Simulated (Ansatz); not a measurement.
Be10⁺. Charge 1, multiplicity 2. Geometry PBE/def2-SVP, basis def2-TZVP, Ansatz.

```tsv
atom	x (Å)	y (Å)	z (Å)
Be1	0.070	1.792	0.171
Be2	1.040	-1.397	-0.463
Be3	-0.740	-0.831	-1.417
Be4	-1.737	0.465	0.118
Be5	1.613	0.458	0.661
Be6	-0.370	0.435	1.709
Be7	0.892	-1.281	1.659
Be8	1.067	0.497	-1.365
Be9	-0.892	1.280	-1.660
Be10	-0.942	-1.420	0.586
```

| run | HOMO (eV) | LUMO (eV) |
| --- | --- | --- |
| A | -9.59 | -7.94 |
| B | -9.08 | -8.67 |
| C | -8.72 | -8.41 |
| D | -9.23 | -8.45 |

The structure comes from a short search, and lower isomers may exist.

HOMO and LUMO are taken over both spins.

The runs used BLYP, PBE, PBE0, r2SCAN. Estimate which is which.

A PBE0 (25 % exact exchange); B PBE (0 % exact exchange); C BLYP (0 % exact exchange); D r2SCAN (0 % exact exchange). Exact exchange lowers occupied and raises empty levels; among semilocal functionals meta-GGAs tend to open the gap a little, and such runs are hard to tell apart. The gap grows from 0.32 eV (BLYP) to 1.66 eV (PBE0).
